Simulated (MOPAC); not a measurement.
MOPAC input (PM7):

```
PM7 FORCE THERMO(298,298) PRECISE LET UHF MS=0.5 GEO-OK AUX(PRECISION=9) THREADS=1
C4H9O2

C     0.19976875 1   -1.97090583 1   -0.53077901 1
C    -0.21079081 1   -0.65566542 1   -0.00139070 1
O     0.94527123 1   -0.04003320 1    0.54007860 1
C     0.75812827 1    0.59144850 1    1.79074263 1
O    -0.65449333 1    0.07730959 1   -1.12902579 1
C    -0.93682015 1    1.43885953 1   -0.88415739 1
H     0.97726816 1   -2.52270575 1   -0.05472599 1
H    -0.22793427 1   -2.34654925 1   -1.43301513 1
H    -1.03722886 1   -0.72029944 1    0.74369267 1
H     0.52149650 1   -0.14728374 1    2.56325274 1
H    -0.00801939 1    1.36967283 1    1.74371611 1
H     1.74162314 1    1.04039796 1    1.98736317 1
H    -1.71230080 1    1.55237690 1   -0.12206188 1
H    -1.30112429 1    1.79073857 1   -1.85873587 1
H    -0.02328207 1    1.97735165 1   -0.60867583 1
```

Output:

```
 *******************************************************************************
 **                                                                           **
 **                              MOPAC v23.2.5                                **
 **                                                                           **
 *******************************************************************************
 ** MOPAC's Digital Object Identifier: https://doi.org/10.5281/zenodo.6511958 **
 **                                                                           **
 ** Please cite the open-source release paper for use of this MOPAC version:  **
 ** J. E. Moussa and J. J. P. Stewart (2026)                                  **
 ** MOPAC: An open-source semiempirical molecular orbital program             **
 ** J. Open Source Softw., 11(119), 8025, https://doi.org/10.21105/joss.08025 **
 *******************************************************************************

                              PM7 CALCULATION RESULTS

 *******************************************************************************
 *  PM7        - The PM7 Hamiltonian to be used
 *  GEO-OK     - OVERRIDE INTERATOMIC DISTANCE AND OTHER SAFETY CHECKS
 *  UHF        - UNRESTRICTED HARTREE-FOCK CALCULATION
 *  MS=        - IN MECI, MAGNETIC COMPONENT OF SPIN =  0.5
 *  LET        - OVERRIDE SOME SAFETY CHECKS
 *  PRECISE    - TIGHTER CRITERIA TO BE USED
 *  FORCE      - FORCE CALCULATION SPECIFIED
 *  AUX        - OUTPUT AUXILIARY INFORMATION
 *  THERMO     - THERMODYNAMIC QUANTITIES TO BE CALCULATED
 *******************************************************************************
PM7 FORCE THERMO(298,298) PRECISE LET UHF MS=0.5 GEO-OK AUX(PRECISION=9) THREADS=1
 C4H9O2

   ATOM   CHEMICAL          X               Y               Z
  NUMBER   SYMBOL      (ANGSTROMS)     (ANGSTROMS)     (ANGSTROMS)

     1       C          0.19976875  *  -1.97090583  *  -0.53077901  *
     2       C         -0.21079081  *  -0.65566542  *  -0.00139070  *
     3       O          0.94527123  *  -0.04003320  *   0.54007860  *
     4       C          0.75812827  *   0.59144850  *   1.79074263  *
     5       O         -0.65449333  *   0.07730959  *  -1.12902579  *
     6       C         -0.93682015  *   1.43885953  *  -0.88415739  *
     7       H          0.97726816  *  -2.52270575  *  -0.05472599  *
     8       H         -0.22793427  *  -2.34654925  *  -1.43301513  *
     9       H         -1.03722886  *  -0.72029944  *   0.74369267  *
    10       H          0.52149650  *  -0.14728374  *   2.56325274  *
    11       H         -0.00801939  *   1.36967283  *   1.74371611  *
    12       H          1.74162314  *   1.04039796  *   1.98736317  *
    13       H         -1.71230080  *   1.55237690  *  -0.12206188  *
    14       H         -1.30112429  *   1.79073857  *  -1.85873587  *
    15       H         -0.02328207  *   1.97735165  *  -0.60867583  *

          CARTESIAN COORDINATES

    NO.       ATOM           X           Y           Z

     1         C          0.1998     -1.9709     -0.5308
     2         C         -0.2108     -0.6557     -0.0014
     3         O          0.9453     -0.0400      0.5401
     4         C          0.7581      0.5914      1.7907
     5         O         -0.6545      0.0773     -1.1290
     6         C         -0.9368      1.4389     -0.8842
     7         H          0.9773     -2.5227     -0.0547
     8         H         -0.2279     -2.3465     -1.4330
[...]
 REDUCED MASS        0.4851         O  5 -- C  6          +1.0% ( 10.3%)      1.6%
 EFFECTIVE MASS      1.4735
 FORCE CONSTANT      2.0188

 VIBRATION         36   36A           ATOM PAIR      ENERGY CONTRIBUTION    RADIAL
 FREQUENCY          2733.47         C  1 -- H  8         +51.8% ( 74.3%)     98.7%
 TRANSITION DIPOLE   0.7323         C  1 -- H  7         +47.0% ( 70.7%)     98.4%
 TRAVEL (Ang.)       0.2173         C  1 -- C  2          +1.1% ( 11.1%)      0.0%
 REDUCED MASS        0.5226
 EFFECTIVE MASS      1.5559
 FORCE CONSTANT      2.3007

 VIBRATION         37   37A           ATOM PAIR      ENERGY CONTRIBUTION    RADIAL
 FREQUENCY          2745.96         C  6 -- H 14         +34.5% ( 56.3%)     97.1%
 TRANSITION DIPOLE   0.2788         C  6 -- H 15         +26.7% ( 49.5%)     96.0%
 TRAVEL (Ang.)       0.3068         C  6 -- H 13         +26.4% ( 49.3%)     96.0%
 REDUCED MASS        0.2609         C  4 -- H 12          +4.8% ( 21.1%)     97.2%
 EFFECTIVE MASS      1.0991
 FORCE CONSTANT      1.1589

 VIBRATION         38   38A           ATOM PAIR      ENERGY CONTRIBUTION    RADIAL
 FREQUENCY          2746.95         C  4 -- H 12         +33.1% ( 55.2%)     96.9%
 TRANSITION DIPOLE   0.2759         C  4 -- H 11         +27.9% ( 50.6%)     96.4%
 TRAVEL (Ang.)       0.3076         C  4 -- H 10         +26.6% ( 49.4%)     96.1%
 REDUCED MASS        0.2595         C  6 -- H 14          +4.7% ( 20.8%)     97.0%
 EFFECTIVE MASS      1.0992
 FORCE CONSTANT      1.1538

 VIBRATION         39   39A           ATOM PAIR      ENERGY CONTRIBUTION    RADIAL
 FREQUENCY          2777.72         C  1 -- H  7         +52.3% ( 70.9%)     96.5%
 TRANSITION DIPOLE   0.5846         C  1 -- H  8         +46.9% ( 67.2%)     95.6%
 TRAVEL (Ang.)       0.2245         C  1 -- C  2          +0.5% (  6.6%)     99.7%
 REDUCED MASS        0.4817         C  2 -- H  9          +0.2% (  4.5%)     78.5%
 EFFECTIVE MASS      1.2081
 FORCE CONSTANT      2.1896

      SYMMETRY NUMBER FOR POINT-GROUP C1  =  1

          SYSTEM IS A GROUND STATE

 C4H9O2

          MOLECULE IS NOT LINEAR

          THERE ARE 39 GENUINE VIBRATIONS IN THIS SYSTEM
          THIS THERMODYNAMICS CALCULATION IS LIMITED TO
          MOLECULES WHICH HAVE NO INTERNAL ROTATIONS

                    CALCULATED THERMODYNAMIC PROPERTIES
                                          *
   TEMP. (K)   PARTITION FUNCTION   H.O.F.    ENTHALPY  HEAT CAPACITY ENTROPY
                                   KCAL/MOL   CAL/MOLE    CAL/K/MOL  CAL/K/MOL

 298.00  VIB.     0.1977D+03                  3450.8049    21.5811    22.0857
         ROT.     0.1554D+06                   888.2803     2.9808    26.7352
         INT.     0.3072D+08                  4339.0852    24.5619    48.8209
         TRA.     0.8133D+27                  1480.4672     4.9680    39.3722
         TOT.                      -54.806    5819.5524    29.5299    88.1932

   *: NOTE: HEATS OF FORMATION ARE RELATIVE TO THE
            ELEMENTS IN THEIR STANDARD STATE AT 298K
              (=  Standard Enthalpy of Formation).

            Hvib:  Zero-point energy is not included.
                   frequencies of less than zero cm-1 are not included.
            Hrot = (3/2)RT
            Htra = (3/2)RT + pV = (5/2)RT

            Heat capacity is Cp, not Cv

          For more information, see: HTTP://OpenMOPAC.net/Manual/thermochemistry.html

           FORCE CONSTANT IN CARTESIAN COORDINATES (Millidynes/A)

    ATOM   CHEMICAL       X               Y               Z
   NUMBER   SYMBOL  FORCE CONSTANT  FORCE CONSTANT  FORCE CONSTANT

      1       C        8.144764        5.116179        3.395928
      2       C        8.589070        6.790243        6.834739
      3       O        4.742385        6.246279        3.529573
      4       C        6.864077        6.665978        6.647024
      5       O        7.185072        2.211399        5.336379
      6       C        7.396024        6.241912        6.561239
      7       H        1.720800        2.282589        1.092283
      8       H        1.734966        2.098181        1.265096
      9       H        1.292735        1.663107        2.601630
     10       H        0.972621        0.646418        3.752897
     11       H        2.973508        1.613623        0.796624
     12       H        0.813058        3.806439        0.740333
     13       H        1.800236        1.255367        2.322356
     14       H        0.785371        1.452646        3.125965
     15       H        1.097772        3.602323        0.693824

 **********************
 *                    *
 * JOB ENDED NORMALLY *
 *                    *
 **********************

 == MOPAC DONE ==
```
